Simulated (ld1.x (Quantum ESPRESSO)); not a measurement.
**Transferability test, ultrasoft potential for Ir (Z = 77)**

ld1.x (Quantum ESPRESSO) 7.5 input, shortened:

```
&input
   title='Ir', zed=77., rel=1, dft='PBE', iswitch=3,
   config='[Xe] 4f14 5d7 6s2 6p0'
 /
 &inputp
   pseudotype=3, tm=.true., lloc=-1, rcloc=3.45,
   nlcc=.false.
 /
6
6S  1  0   2.00   0.00  1.65  2.30  0.0
6S  1  0   0.00   0.10  1.65  2.30  0.0
6P  2  1   0.00   0.00  3.05  3.60  0.0
6P  2  1   0.00   0.95  3.05  3.60  0.0
5D  3  2   7.00   0.00  1.45  2.00  0.0
5D  3  2   0.00   3.05  1.45  2.00  0.0
 &test
   configts(1)='5d7 6s2 6p0'
 /
```

Energies are relative to the spin-unpolarised reference configuration 5d7 6s2 6p0; without spin polarisation the order of configurations can differ from experiment. The frozen-core shift is the all-electron ΔE with the core orbitals held at their reference shape minus the fully relaxed ΔE.

```tsv
valence configuration	charge	ΔE all-electron (eV)	error AE − PS (meV)	frozen-core shift (meV)
5d7 6s1 6p0	+1	9.879	+31	+4.8
5d7 6s0 6p0	+2	27.348	+165	+16
5d7 6s0 6p2	0	11.007	+116	+5.3
5d6 6s2 6p1	0	7.160	-26	+35
5d7.5 6s1.5 6p0	0	-0.286	+11	+9.0
```

(1) What are ΔE and the potential's error for 5d6 6s0 6p0?

(2) What are ΔE and the potential's error for 5d5 6s0 6p0?

Levels in the configuration 5d7 6s0 6p2:

```csv
level,all-electron (eV),pseudo (eV)
5d,-10.448,-10.538
6p,-2.825,-2.817
```

Results:

(1) ΔE = 57.889 eV all-electron; the error (AE − PS) is +103 meV.

(2) ΔE = 101.465 eV all-electron; the error (AE − PS) is -103 meV.
